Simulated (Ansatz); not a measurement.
Li9⁺, relaxed as a singlet with RKS PBE0/def2-TZVP in Ansatz, starting from the GFN1-xTB geometry. Force threshold 0.02 eV/Å.

The restricted singlet is unstable towards broken spin symmetry in Hartree–Fock (as tested in another run); at PBE0/def2-TZVP this wasn't settled. The structure comes from a short search, and lower isomers may exist.

Start:

```xyz
9

Li    1.5264   -0.2653    0.4707
Li    0.6458   -0.9165   -0.0780
Li    2.4019    1.9614   -1.2194
Li   -1.3375   -1.9764    1.9397
Li   -2.2734   -0.4091    1.2322
Li   -1.9386    2.5582   -0.4122
Li   -0.7399    0.3441    0.4072
Li    0.6205   -1.6984   -0.2681
Li    1.0949    0.4019   -2.0720
```

Problem. Estimate the energy that the relaxation releases and the steps that it takes.

Solution. 481.6 kcal/mol, in 25 steps; 35 s on 4 threads of Arm Neoverse V1 on a shared host. The force fell under the threshold at step 22, but the optimiser went on and released 0.006 eV more. No frequencies were taken in this run, so the end may be a saddle point.

Problem. Does the start keep its bonding?

Solution. Bonds lost: Li1–Li7, Li1–Li9, Li4–Li8, Li5–Li7, Li7–Li8 (atoms count from 1). Bonds formed: Li2–Li3, Li2–Li6 (atoms count from 1). Metal–metal contacts that move far: Li1–Li8 1.85 to 3.16 Å, Li4–Li5 1.96 to 3.16 Å, Li3–Li9 2.21 to 3.16 Å, Li2–Li5 3.24 to 2.65 Å, Li6–Li7 2.65 to 3.16 Å.

Problem. Predict the relaxed structure.

Solution. 
```
atom   x (Å)   y (Å)   z (Å)
 Li1   2.336  -0.657   1.056
 Li2  -0.001  -0.002   0.001
 Li3   1.753   1.790  -0.845
 Li4  -0.719  -1.386   2.138
 Li5  -2.427  -0.943  -0.479
 Li6  -1.532   2.085  -0.546
 Li7   0.180   1.641   2.068
 Li8   0.496  -2.490  -0.748
 Li9  -0.087  -0.039  -2.644
```
Bond lengths (bridged metal pairs left out): 8 × Li–Li 2.65 Å.
